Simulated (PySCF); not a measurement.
In(F) cation (FIn), SMILES [F][In] (connectivity only; charge and spin as stated), charge +1, multiplicity 2.

The structure is a stationary point at B3LYP-D3(BJ)/def2-TZVP. The spin state was assumed, not searched. The def2 effective core potentials stand for the cores of In; spin–orbit coupling is left out.

Two levels are set side by side: PBE/def2-TZVPD (PySCF) and M06-2X/def2-TZVPD (PySCF). Same geometry, gas phase. Differences are taken from unrounded values.

```csv
quantity,M06-2X
α-spin orbital gap (eV),9.43
β-spin orbital gap (eV),7.03
mean polarisability (bohr³),26.9
```

Q: What does PBE give, and how far is it from M06-2X? (The exact figures need the calculation; the answer reports its results.)

A: 
| quantity | PBE | PBE minus M06-2X |
|---|---|---|
| α-spin orbital gap (eV) | 5.61 | -3.82 |
| β-spin orbital gap (eV) | 1.86 | -5.17 |
| mean polarisability (bohr³) | 26.8 | -0.1 |

Rough cost on one machine, each run with all the roots and properties that it gave: M06-2X against PBE within a factor of 2.
